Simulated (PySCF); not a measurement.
# Computed properties of B(F)2(OSiH3) (BF2H3OSi), SMILES FB(F)O[SiH3]

BF2H3OSi, SMILES FB(F)O[SiH3]. Coordinates come from a r2SCAN-D4/def2-SVP optimisation. The values are those of a single conformer. All values are computed for the isolated molecule unless a solvent is named; none is compared with measurement here.

**Structure.** The optimised structure has Cs symmetry. All 18 harmonic modes at r2SCAN-D4/def2-SVP (PySCF) are real, so it is a minimum. With heavy atoms numbered as in [B:1]([F:2])([F:3])[O:4][SiH3:5], the shortest bond between them is B1–F2 at 1.321 Å and the longest O4–Si5 at 1.686 Å.

**Vibrations.** The strongest infrared lines (harmonic, unscaled, degenerate partners summed) lie at 1501 cm⁻¹ (827 km/mol, B 71 %, O 21 %), 1425 cm⁻¹ (327 km/mol, B 74 %, F 22 %), 973 cm⁻¹ (276 km/mol, H 90 %). The softest mode is at 67 cm⁻¹ and the zero-point energy is 25.2 kcal/mol.

**Electronic structure.** ωB97X/def2-TZVP (PySCF) places the frontier levels at -12.15 and 1.77 eV, a gap of 13.92 eV, and gives a dipole moment of 1.84 D and a mean polarisability of 40.8 bohr³.

**Excitations.** TDA-M06-2X/def2-SVPD (PySCF) has S1 at 8.02 eV (155 nm, f = 0.004, weak); the most intense of the 10 singlets computed lies at 10.27 eV (f = 0.23). T1 (TDA) is at 7.67 eV, 0.35 eV under S1. No vertical singlet excitation falls in the visible range (under 3.1 eV).

**NMR.** GIAO shifts at HF/pcSseg-1 (PySCF) (non-relativistic, atoms alike by connectivity averaged): ¹H at 4.8 ppm against TMS; ²⁹Si at -35.8 ppm against TMS; ¹⁹F at -97.4 ppm against CFCl3; ¹¹B at 2.0 ppm against BF3.
